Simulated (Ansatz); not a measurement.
**A barrier at the coupled-cluster level**

Start structure (GeH₇OF, closed shell), relaxed at PBE0-D4/def2-TZVP:

```
10
angstrom
Ge -0.1817 -1.3748 -1.1175
H 0.9683 -0.4884 -0.5935
H 0.4544 -2.4272 -2.0408
H -0.8669 -2.0652 0.0622
H -1.1593 -0.5093 -1.9135
H -0.7656 1.1314 1.1569
F -1.6105 0.8198 0.8669
H 1.3264 0.9371 0.9412
O 0.7957 1.5469 1.4650
H 1.0390 2.4295 1.1731
```

The step: GeH₄ + H₂O + HF → GeH₃F ([F][GeH3]) + H₂O + H₂; bonds formed: Ge1–F7, H2–H8, H6–O9; bonds broken: Ge1–H2, H6–F7, H8–O9. Computed with Ansatz 0.2.0 (basis: def2-TZVPP and def2-QZVPP); correlated methods freeze the cores. Filled d shells of the heavier atoms are correlated. The def2 sets are not built for correlating such inner shells, so the correlated values are less sure here. Extrapolation: Hartree–Fock as exp(−7.88 √X), correlation as X^−2.97. Energies below are by CCSD(T) at an estimated basis limit (MP2 extrapolated from triple and quadruple zeta, plus CCSD(T) − MP2 in triple zeta).

Task: What are the electronic barrier and the energy of the step, from the start structure to the end structure? (To be estimated.)

Result: Computed: Barrier 45.93 kcal/mol; step energy -1.69 kcal/mol (downhill); reverse barrier, their difference, 47.61 kcal/mol. Barrier and step energy count from the start structure, the reverse barrier from the end structure.

The saddle point: One imaginary mode of 841i cm⁻¹.
| pair | start (Å) | saddle (Å) | end (Å) |
| --- | --- | --- | --- |
| Ge1–F7 | 3.29 | 1.98 | 1.76 |
| H2–H8 | 2.12 | 0.95 | 0.75 |
| H6–O9 | 1.64 | 1.03 | 0.96 |
| Ge1–H2 | 1.54 | 1.78 | 4.40 |
| H6–F7 | 0.95 | 1.41 | 1.96 |
| H8–O9 | 0.96 | 1.30 | 2.54 |

Zero-point energy (harmonic, PBE0-D4): ZPE is 41.62 kcal/mol at the start and 40.21 kcal/mol at the saddle, so the barrier goes from 45.93 to 44.51 kcal/mol.

The T1 diagnostic stays at or below 0.013. The end structure is not quite a true minimum (one mode of 47i cm⁻¹).

Labels in which every atom is bracketed show which atoms are joined, not bond orders.

For scale, one of the runs: CCSD(T)/def2-TZVPP, 208 basis functions, launched by `ansatz run in.yaml --threads 4 --pin off --events-out ev --progress --plain --max-ram 9574MiB`. The run took 72 s on 4 CPU threads of an Arm Neoverse V2 (shared host), with 3 GiB of host memory at its peak.
